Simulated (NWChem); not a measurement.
System: CH6OSi; SMILES C[SiH2]O

```xyz
9

Si     0.4964     0.0958     0.0019
C     -0.4539    -1.5293    -0.0206
O     -0.4928     1.4424    -0.0682
H      1.3605     0.2015    -1.1998
H      1.3551     0.1257     1.2250
H     -1.1058    -1.6393     0.8545
H      0.2466    -2.3744    -0.0162
H     -1.0770    -1.6142    -0.9180
H     -1.0634     1.5963     0.6970
```
Atoms are numbered in this order, from 1.

Results from NWChem. Pople sets run with spherical d functions. The geometry was optimised at B3LYP/6-31G* (spherical d). Ions are spin-unrestricted doublets at the neutral geometry; other ion states weren't tried.

Q: Among these, which level gives the highest value of “ΔSCF minus −ε(HOMO) (eV)”?
(A) Hartree-Fock/6-31+G*
(B) PBE/6-31+G*
(C) B3LYP/6-31+G*
(D) BHandHLYP/6-31+G*

A: B, PBE/6-31+G*. Values: Hartree-Fock/6-31+G* -0.47; BHandHLYP/6-31+G* 1.10; B3LYP/6-31+G* 2.47; PBE/6-31+G* 3.36
